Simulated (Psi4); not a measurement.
Cl₃Ga, singlet, at a GFN2-xTB geometry (such geometries of metal compounds can be far from the true shape).

Here is a job for Psi4.
```
memory 2 GB

molecule mol {
0 1
  Ga   -0.000000    0.000000    0.000000
  Cl   -1.749625   -1.125546   -0.189075
  Cl    0.072278    1.950996   -0.743090
  Cl    1.677347   -0.825450    0.932165
}

set basis sto-3g
set reference rks

energy('pbe')
print_variables()
```

Task: What does this run give for the total energy, number of basis functions, dipole moment?

Result: 
```
Quantity                             Value
-------------------------  ---------------
total energy               -3267.027128 Ha
number of basis functions               45
dipole moment                       0.00 D
```
